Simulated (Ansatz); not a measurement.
C2Cl2F4, SMILES `FC(F)(Cl)C(F)(F)Cl`, relaxed with RKS PBE-D4/def2-SVP in Ansatz 0.2.0 from a rough embedded geometry. The force threshold is 0.03 eV/Å; the program also tests the step.

The species carries charge 0 and has multiplicity 1.

Start:

```xyz
8

F    -0.061    1.731    0.302
C    -0.543    0.486    0.265
F    -0.878    0.157    1.515
Cl   -1.981    0.429   -0.778
C     0.543   -0.486   -0.264
F     0.876   -0.159   -1.516
F     0.062   -1.732   -0.299
Cl    1.982   -0.426    0.775
```

Question: How much energy does the relaxation release, and in how many steps? (Estimate.)

Answer: Ansatz gave: 2.23 kJ/mol, in 3 steps.

Question: Which bonds change most? (Estimate.)

Answer: Ansatz gave: C2–C5 from 1.550 to 1.566 Å; C5–Cl8 from 1.776 to 1.786 Å; C2–Cl4 from 1.776 to 1.786 Å; C2–F3 from 1.336 to 1.342 Å.

Question: Give the relaxed structure. (An estimate is asked.)

Answer: The calculation gave: 
```xyz
8

F    -0.053    1.740    0.286
C    -0.546    0.492    0.270
F    -0.884    0.140    1.521
Cl   -1.990    0.431   -0.780
C     0.546   -0.492   -0.270
F     0.883   -0.141   -1.521
F     0.054   -1.740   -0.284
Cl    1.991   -0.429    0.779
```
